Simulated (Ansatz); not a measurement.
A made-up structure of C$_{2}$H$_{4}$Br (charge +1), closed shell:

| atom | x (Å) | y (Å) | z (Å) |
| --- | --- | --- | --- |
| C1 | -0.5154 | 0.4385 | 0.0272 |
| C2 | 0.5672 | -0.4903 | -0.1081 |
| Br3 | 1.5082 | -1.1572 | 1.2363 |
| H4 | -1.3903 | 0.0017 | -0.4894 |
| H5 | -0.2834 | 1.3096 | -0.6137 |
| H6 | 2.4606 | -2.1932 | 1.7840 |
| H7 | 0.8684 | -0.8399 | -1.0962 |

It is relaxed with PBE-D4/def2-SVP and then PBE0-D4/def2-TZVP (Ansatz 0.2.0). Atoms count as bonded within 1.22 times the sum of their covalent radii (H–H: 0.88 Å). The end point is not checked to be a true minimum.

Does its bonding change? (A judgement: the text doesn't fix the answer.)

Computed: No: no bond forms or breaks.

Where it ends: The first stage lowers the energy by 4.84 eV in 14 steps. It ends as C₂H₄Br ([CH2][CH][BrH]), total charge +1:
C1  (-0.401, 0.155, -0.264)
C2  (0.843, -0.246, -0.171)
Br3  (1.448, -0.955, 1.543)
H4  (-1.133, 0.080, 0.530)
H5  (-0.718, 0.595, -1.208)
H6  (1.512, -2.351, 1.181)
H7  (1.665, -0.208, -0.871)
(Å)

Labels in which every atom is bracketed show which atoms are joined, not bond orders.

For scale, one of the runs: PBE0-D4/def2-TZVP relaxation, 134 basis functions, launched by `ansatz run in.yaml --threads 2 --pin off --events-out ev --progress --plain --max-ram 4352MiB`. Hardware: 2 CPU threads of an Intel Xeon 6975P-C, shared host. Wall time about 9 s.
